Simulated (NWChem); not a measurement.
Species: C$_{3}$F$_{3}$, doublet; SMILES C(F)(C#[C])(F)F

In the optimisation the excess spin sits in a (C3, its own frame).

Task: Give the equilibrium geometry at PBE0/def2-SVP, spin-unrestricted (NWChem) as a Z-matrix, with the point group.

Result: point group C3v; any orientation.
```
C
F 1 1.3297
F 1 1.3297 2 108.09
F 1 1.3297 2 108.09 3 -116.76
C 1 1.4728 2 110.82 4 -121.62
C 5 1.2103 2 147.43 1 -180.00
```
